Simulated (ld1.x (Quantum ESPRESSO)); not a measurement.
**u(r) = r·R(r): atom against pseudo-atom (Si)**

Columns: radius, all-electron u(r) and pseudo u(r) of the 3p shell (level -4.08 eV) of silicon in the configuration [Ne] 3s2 3p2; PBE, scalar-relativistic, RRKJ scheme, ld1.x (Quantum ESPRESSO) 7.5.

| r (bohr) | all-electron | pseudo |
| --- | --- | --- |
| 0.080 | 0.0739 | -0.0069 |
| 0.160 | 0.1762 | -0.0265 |
| 0.240 | 0.2401 | -0.0552 |
| 0.320 | 0.2588 | -0.0883 |
| 0.400 | 0.2408 | -0.1209 |
| 0.480 | 0.1971 | -0.1494 |
| 0.560 | 0.1375 | -0.1719 |
| 0.640 | 0.0693 | -0.1890 |
| 0.720 | -0.0025 | -0.2032 |
| 0.800 | -0.0743 | -0.2181 |
| 0.880 | -0.1437 | -0.2372 |
| 0.960 | -0.2093 | -0.2630 |
| 1.040 | -0.2701 | -0.2963 |
| 1.120 | -0.3257 | -0.3357 |
| 1.200 | -0.3759 | -0.3784 |
| 1.280 | -0.4209 | -0.4212 |
| 1.360 | -0.4609 | -0.4609 |
| 1.440 | -0.4960 | -0.4960 |
| 1.520 | -0.5262 | -0.5262 |
| 1.600 | -0.5517 | -0.5517 |
| 1.680 | -0.5729 | -0.5729 |
| 1.760 | -0.5899 | -0.5899 |
| 1.840 | -0.6031 | -0.6031 |
| 1.920 | -0.6128 | -0.6128 |
| 2.000 | -0.6193 | -0.6193 |
| 2.080 | -0.6229 | -0.6229 |

(1) How many radial nodes do the two functions have?

(2) At about which radius was the pseudo-wave matched?

(3) Is the pseudo-wave norm-conserving?

## Answers

(1) The all-electron 3p function has n − l − 1 = 1; the pseudo-wave has 0, since the states of the same l below it are removed with the core.

(2) 1.35 bohr, where the columns begin to agree (steps of 0.08 bohr).

(3) Yes: the RRKJ scheme keeps the norm inside the radius equal to the all-electron one, which fixes the energy derivative of the logarithmic derivative at the level.
